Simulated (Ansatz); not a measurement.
Breaking a bond: SiLi (anion, charge -1), lowest triplet found (which spin is the ground state isn't settled by this scan).

ROMP2 = MP2 on ROHF/aug-cc-pVDZ, frozen core (Ansatz, an electronic-structure program); ROCCSD = CCSD on ROHF/aug-cc-pVDZ, frozen core in Ansatz; ROCCSD(T) = CCSD(T) on ROHF/aug-cc-pVDZ, frozen core (Ansatz); UKS-PBE = unrestricted PBE/aug-cc-pVDZ in Ansatz; ROCCSDT(Q) = CCSDT(Q)/B on ROHF/aug-cc-pVDZ, frozen core (Ansatz).

Energies are in kcal/mol, each relative to the lowest point of its own curve between 2.09 and 3.22 Å, where full CI is lowest.

```json
[
 {"R / Å": "1.70", "ROMP2": "62.2", "ROCCSD": "67.6", "ROCCSD(T)": "68.3", "UKS-PBE": "59.0", "ROCCSDT(Q)": "68.3"},
 {"R / Å": "1.85", "ROMP2": "[?]", "ROCCSD": "44.4", "ROCCSD(T)": "45.0", "UKS-PBE": "33.3", "ROCCSDT(Q)": "44.9"},
 {"R / Å": "1.99", "ROMP2": "20.5", "ROCCSD": "20.7", "ROCCSD(T)": "20.1", "UKS-PBE": "17.9", "ROCCSDT(Q)": "20.5"},
 {"R / Å": "2.09", "ROMP2": "12.5", "ROCCSD": "13.1", "ROCCSD(T)": "12.5", "UKS-PBE": "10.7", "ROCCSDT(Q)": "12.8"},
 {"R / Å": "2.17", "ROMP2": "7.9", "ROCCSD": "8.7", "ROCCSD(T)": "8.1", "UKS-PBE": "6.7", "ROCCSDT(Q)": "8.3"},
 {"R / Å": "2.27", "ROMP2": "3.9", "ROCCSD": "4.8", "ROCCSD(T)": "4.3", "UKS-PBE": "3.3", "ROCCSDT(Q)": "4.5"},
 {"R / Å": "2.34", "ROMP2": "[?]", "ROCCSD": "2.9", "ROCCSD(T)": "2.5", "UKS-PBE": "1.8", "ROCCSDT(Q)": "2.6"},
 {"R / Å": "2.42", "ROMP2": "0.7", "ROCCSD": "1.4", "ROCCSD(T)": "1.1", "UKS-PBE": "0.7", "ROCCSDT(Q)": "1.2"},
 {"R / Å": "2.48", "ROMP2": "0.2", "ROCCSD": "[?]", "ROCCSD(T)": "0.5", "UKS-PBE": "0.2", "ROCCSDT(Q)": "0.5"},
 {"R / Å": "2.59", "ROMP2": "0.0", "ROCCSD": "0.0", "ROCCSD(T)": "0.0", "UKS-PBE": "0.0", "ROCCSDT(Q)": "0.0"},
 {"R / Å": "2.69", "ROMP2": "0.5", "ROCCSD": "0.0", "ROCCSD(T)": "0.1", "UKS-PBE": "0.3", "ROCCSDT(Q)": "0.1"},
 {"R / Å": "2.86", "ROMP2": "2.3", "ROCCSD": "[?]", "ROCCSD(T)": "1.2", "UKS-PBE": "1.7", "ROCCSDT(Q)": "1.1"},
 {"R / Å": "2.98", "ROMP2": "4.0", "ROCCSD": "1.8", "ROCCSD(T)": "2.3", "UKS-PBE": "2.9", "ROCCSDT(Q)": "2.2"},
 {"R / Å": "3.22", "ROMP2": "7.9", "ROCCSD": "4.2", "ROCCSD(T)": "5.0", "UKS-PBE": "5.8", "ROCCSDT(Q)": "4.9"},
 {"R / Å": "3.52", "ROMP2": "12.9", "ROCCSD": "7.5", "ROCCSD(T)": "8.6", "UKS-PBE": "9.4", "ROCCSDT(Q)": "8.5"},
 {"R / Å": "3.82", "ROMP2": "17.4", "ROCCSD": "10.7", "ROCCSD(T)": "12.0", "UKS-PBE": "12.6", "ROCCSDT(Q)": "11.9"},
 {"R / Å": "4.25", "ROMP2": "[?]", "ROCCSD": "14.5", "ROCCSD(T)": "16.2", "UKS-PBE": "16.4", "ROCCSDT(Q)": "16.1"},
 {"R / Å": "4.68", "ROMP2": "27.3", "ROCCSD": "17.6", "ROCCSD(T)": "19.4", "UKS-PBE": "19.2", "ROCCSDT(Q)": "19.4"},
 {"R / Å": "5.21", "ROMP2": "31.3", "ROCCSD": "20.2", "ROCCSD(T)": "22.2", "UKS-PBE": "21.6", "ROCCSDT(Q)": "22.3"},
 {"R / Å": "6.00", "ROMP2": "—", "ROCCSD": "—", "ROCCSD(T)": "—", "UKS-PBE": "23.5", "ROCCSDT(Q)": "43.5"},
 {"R / Å": "6.97", "ROMP2": "—", "ROCCSD": "—", "ROCCSD(T)": "—", "UKS-PBE": "24.2", "ROCCSDT(Q)": "[?]"},
 {"R / Å": "8.18", "ROMP2": "—", "ROCCSD": "—", "ROCCSD(T)": "—", "UKS-PBE": "23.9", "ROCCSDT(Q)": "44.4"}
]
```

Question: Complete the blanks.

Answer: 
- 1.85, ROMP2: 39.0
- 2.34, ROMP2: 2.1
- 2.48, ROCCSD: 0.7
- 2.86, ROCCSD: 0.8
- 4.25, ROMP2: 22.9
- 6.97, ROCCSDT(Q): 44.1

A dash means that the run gave no value there, or that the column was ended at a point which the program doubted or which failed a test of continuity chosen for this set; such a test can also cut sound points.

The T1 diagnostic of CCSD on the restricted reference of ROMP2, ROCCSD, ROCCSD(T), ROCCSDT(Q) exceeds 0.045 at 1.70 to 5.21 Å. Where the anion isn't bound against loss of the electron, the finite basis alone holds it. The unrestricted determinant behind UKS-PBE is spin-contaminated at 1.70 to 8.18 Å (<S²> up to 2.8, against 2.00 for a pure triplet).
